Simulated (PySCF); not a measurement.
Al(H)(NCO)2 (C2HAlN2O2), SMILES O=C=[N][AlH][N]=C=O. Geometry optimised at PBE-D3(BJ)/def2-SVP. The structure was generated by enumeration; whether it is a known compound was not checked. The values are those of a single conformer.

Task: Give the equilibrium geometry at PBE-D3(BJ)/def2-SVP (PySCF confirms it by a frequency run) as Cartesian coordinates in Å, and its point group. (The exact figures need the calculation; the answer reports its results.)

Result: One answer among several that fit: point group C2v.
```xyz
8

Al     0.0000     0.0000     1.1532
H      0.0000     0.0000     2.7274
N      0.0000     1.5210     0.2303
C      0.0000     2.5590    -0.3994
O      0.0000     3.5703    -1.0094
N      0.0000    -1.5210     0.2303
C      0.0000    -2.5590    -0.3994
O      0.0000    -3.5703    -1.0094
```
